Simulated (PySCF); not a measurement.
A structure optimised at PBE-D3(BJ)/def2-TZVP, used in a PySCF frequency run:

```
C
H 1 1.0986
H 1 1.0986 2 108.99
H 1 1.0986 2 108.99 3 -118.84
N 1 1.4170 2 109.95 3 120.58
C 5 1.1772 3 150.04 1 -180.00
```
Charge 0, spin multiplicity 1.

Question: Write its SMILES, formula and point group.

Answer: [C-]#[N+]C, C₂H₃N, C3v

Question: What are its rotational constants (standard atomic weights)?

Answer: 156.72, 10.027, 10.027 GHz
